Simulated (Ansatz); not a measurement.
`COB[SiH3]` + dimethylamine → `CN(C)[SiH3]` + `BOC` at 400 K and 1 bar (cleavage of the Si–B bond).

Program: Ansatz. Geometries: PBE0-D4/def2-TZVP. ΔE: electronic, gas phase. CBS: MP2 limit from def2 TZ/QZ plus the TZ coupled-cluster correction, frozen cores. Each species was taken in one conformer, which may not be the lowest.

```tsv
species	CCSD(T)/CBS energy (Eh)	H − E (kJ/mol)	S (J/(mol·K))
`COB[SiH3]`	-431.31805	241.0	365.9
`CNC`	-135.00321	264.6	293.2
`CN(C)[SiH3]`	-425.29981	312.9	361.2
`BOC`	-141.04597	188.1	287.6
```

H − E and S are ideal-gas, rigid-rotor, harmonic terms from PBE0-D4/def2-TZVP, for one conformer and one mirror image of each species. 1 Eh = 2625.50 kJ/mol, R = 8.31446 J/(mol·K).

Problem. By hand: ΔE, ΔH, ΔS and ΔG.

Solution. ΔE = (-425.29981) + (-141.04597) − (-431.31805) − (-135.00321) = -0.02452 Eh = -64.4 kJ/mol. Δ(H − E) = 312.9 + 188.1 − 241.0 − 264.6 = -4.6, so ΔH = -69.0 kJ/mol. ΔS = 361.2 + 287.6 − 365.9 − 293.2 = -10.3 J/(mol·K). ΔG = -69.0 − 400 × (-10.3)/1000 = -64.9 kJ/mol.

Problem. By hand: the equilibrium constant, and the temperature at which ΔG would vanish if ΔH and ΔS stayed fixed.

Solution. log₁₀ K = −ΔG/(RT ln 10) = 8.5. ΔG = 0 at ΔH/ΔS = 6699 K, far beyond where these terms or the molecules hold.

The number of gas molecules stays the same, so ΔS is small and ΔH decides. A doubt of 5 kJ/mol in ΔE shifts log₁₀ K by 0.7 here. Other conformers and mirror images would add mixing entropy, several J/(mol·K) or more a flexible species. These are equilibria of isolated gas molecules and say nothing of rates. Largest T1 diagnostic: 0.014 (customary marks: 0.02 for closed shells, 0.045 for open ones).
